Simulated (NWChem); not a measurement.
Species: C$_{3}$H$_{7}$NSi; SMILES C[C@@H]1N=C[SiH2]1

```xyz
12

C      0.4876    -1.9408    -0.2804
C      0.0525    -0.7043     0.4792
N     -1.3126    -0.2501     0.0967
C     -1.1665     0.9788    -0.2503
Si     0.6978     1.0456     0.0134
H      0.5319    -1.7565    -1.3653
H      1.4838    -2.2740     0.0484
H     -0.2244    -2.7646    -0.1114
H      0.0579    -0.9133     1.5634
H     -2.0252     1.5847    -0.5745
H      1.2598     1.9525     1.0654
H      1.5598     1.1601    -1.2063
```
Atoms are numbered in this order, from 1.

Program: NWChem. Pople sets run with spherical d functions. Coordinates come from a PBE0/def2-SVP optimisation. No frequency run checked for a minimum. B3LYP is NWChem's, with the RPA form of VWN correlation. GIAO values for the isolated, static molecule; σ is the absolute isotropic shielding, δ = σ(reference) − σ with the isolated reference molecule computed at the same levels (13C: tetramethylsilane, 1H: tetramethylsilane, 15N: ammonia).

For level B3LYP/6-311G**:

```
Item         Result
-----------  ------
δ C1 (ppm)     21.2
δ C2 (ppm)     59.6
δ N3 (ppm)    554.4
δ C4 (ppm)    189.3
δ H10 (ppm)    8.73
```

Problem. Estimate the same quantities for level B3LYP/6-31G*.

Solution. 
| Property | Result |
|---|---|
| δ C1 (ppm) | 19.9 |
| δ C2 (ppm) | 53.5 |
| δ N3 (ppm) | 486.1 |
| δ C4 (ppm) | 174.0 |
| δ H10 (ppm) | 8.47 |
